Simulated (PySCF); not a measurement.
# Si3BH4OF3

The system: Si3BH4OF3, a silylene (divalent Si1, bonded to 1 B + 1 O); neutral, singlet. The structure, one conformer, was relaxed in the gas phase by PBE0-D3(BJ)/def2-SVP. No frequency run checks that it is a minimum.

The strong deshielding of the divalent centre rests on a low-lying excitation, and density functionals tend to overstate it.

SMILES: F[Si](F)(F)O[Si]B[SiH3]

Coordinates in Å:
```
Si1    -1.574   -1.457    0.521
O2     -1.831   -0.717   -1.016
Si3    -1.251    0.644   -1.658
F4     -0.197    1.284   -0.606
F5     -2.377    1.739   -1.908
F6     -0.472    0.402   -3.023
B7     -0.229   -0.120    1.251
Si8     1.742   -0.532    1.111
H9     -0.544    0.752    2.032
H10     2.087   -1.283   -0.139
H11     2.606    0.686    1.181
H12     2.079   -1.425    2.271
```

Shieldings: GIAO PBE0/pcSseg-1. Shifts are against computed references at the same level: H TMS (σ 31.27 ppm), Si TMS (σ 352.0 ppm). Core levels by delta-SCF with SCAN, pcX-2 on the ionised atom and pcseg-1 elsewhere, spin-free X2C (2p3/2 is the spin-free 2p value less a third of a first-order spin-orbit splitting); from the vacuum level, for chosen atoms.

Problem. Give the shieldings and core levels atom by atom.

Solution. 
```json
{"atoms": "Si1", "bonded to": "1 B + 1 O", "σ (ppm)": "-307.0", "δ (ppm)": "659.0", "core level (eV)": "2p3/2 107.76"}
{"atoms": "O2", "bonded to": "2 Si", "σ (ppm)": "85.2", "δ (ppm)": "-", "core level (eV)": "1s 539.05"}
{"atoms": "Si3", "bonded to": "3 F + 1 O", "σ (ppm)": "449.5", "δ (ppm)": "-97.5", "core level (eV)": "2p3/2 110.88"}
{"atoms": "F4", "bonded to": "1 Si", "σ (ppm)": "359.9", "δ (ppm)": "-", "core level (eV)": "1s 693.85"}
{"atoms": "F5", "bonded to": "1 Si", "σ (ppm)": "335.2", "δ (ppm)": "-", "core level (eV)": "-"}
{"atoms": "F6", "bonded to": "1 Si", "σ (ppm)": "336.9", "δ (ppm)": "-", "core level (eV)": "-"}
{"atoms": "B7", "bonded to": "2 Si + 1 H", "σ (ppm)": "-26.7", "δ (ppm)": "-", "core level (eV)": "-"}
{"atoms": "Si8", "bonded to": "1 B + 3 H", "σ (ppm)": "460.7", "δ (ppm)": "-108.7", "core level (eV)": "-"}
{"atoms": "H9", "bonded to": "1 B", "σ (ppm)": "19.86", "δ (ppm)": "11.41", "core level (eV)": "-"}
{"atoms": "H10 H11 H12", "bonded to": "1 Si", "σ (ppm)": "27.52", "δ (ppm)": "3.75", "core level (eV)": "-"}
```

Values are those of this one static structure, with the three H of a rotating XH3 group averaged; atoms that internal rotation interchanges would show their mean in an NMR spectrum.

Core levels of B7 are left out, their hole states being strongly spin-contaminated.

Problem. Which of Si1, Si3 holds its core electrons tightest, and by how much against the loosest?

Solution. Si3 (bonded to 3 F + 1 O), by 3.12 eV over Si1 (bonded to 1 B + 1 O).

Problem. By CAM-B3LYP/def2-SVPD (TDDFT singlets, Tamm-Dancoff triplets, ionisation by delta-SCF), where does absorption start, and what does vertical ionisation take?

Solution. The lowest singlet lies at 2.48 eV (f 0.005), the strongest of the first 6 at 5.67 eV (f 0.092), the lowest triplet at 1.47 eV; vertical ionisation takes 8.53 eV.
